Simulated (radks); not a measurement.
Ho41+, 26 electrons, occupied as [Ar] 3d8. Calculated with a radial shooting solver on a logarithmic mesh with Libxc functionals: scalar-relativistic Kohn-Sham, SCAN, spin-polarised, spherical densities, finite nucleus; open shells are filled with parallel spins first (spin-orbit coupling, left out, can overturn this in heavy ions); meta-GGA in the generalised Kohn-Sham scheme; Fermi nuclear charge, rms radius 5.2022 fm.

Normalised radial functions P(r) = r R(r), r in bohr:

r         2p down    3s up  3s down
0.00116    0.0167   0.2827   0.2821
0.00144    0.0241   0.3342   0.3335
0.001787   0.0347   0.3930   0.3922
0.002218   0.0501   0.4591   0.4582
0.002775   0.0732   0.5346   0.5335
0.003444   0.1054   0.6122   0.6109
0.004274   0.1514   0.6913   0.6899
0.005305   0.2167   0.7664   0.7648
0.006637   0.3123   0.8312   0.8295
0.008237   0.4409   0.8688   0.8670
0.01022    0.6160   0.8661   0.8643
0.01279    0.8590   0.8003   0.7986
0.01587    1.1627   0.6552   0.6538
0.0197     1.5389   0.4129   0.4119
0.02445    1.9812   0.0675   0.0672
0.03059    2.4805  -0.3800  -0.3794
0.03796    2.9467  -0.8417  -0.8401
0.04712    3.3164  -1.2335  -1.2310
0.05848    3.4911  -1.4165  -1.4134
0.07316    3.3744  -1.2363  -1.2330
0.0908     2.9444  -0.6267  -0.6247
0.1127     2.2685   0.3406   0.3407
0.1399     1.5018   1.4070   1.4050
0.175      0.8035   2.2231   2.2198
0.2172     0.3500   2.4137   2.4124
0.2695     0.1152   1.9977   1.9994
0.3372     0.0253   1.2326   1.2364
0.4185     0.0038   0.5683   0.5715
0.5194     0.0003   0.1833   0.1849
0.6446     0.0000   0.0385   0.0390

2p down: eigenvalue -10251.3 eV, 0 radial nodes, <r> = 0.0777 bohr, 90 % of the charge inside 0.126 bohr. 3s up: eigenvalue -3935.0 eV, 2 radial nodes at r = 0.0254, 0.105 bohr, <r> = 0.223 bohr, 90 % of the charge inside 0.325 bohr. 3s down: eigenvalue -3923.7 eV, 2 radial nodes at r = 0.0254, 0.105 bohr, <r> = 0.223 bohr, 90 % of the charge inside 0.325 bohr.
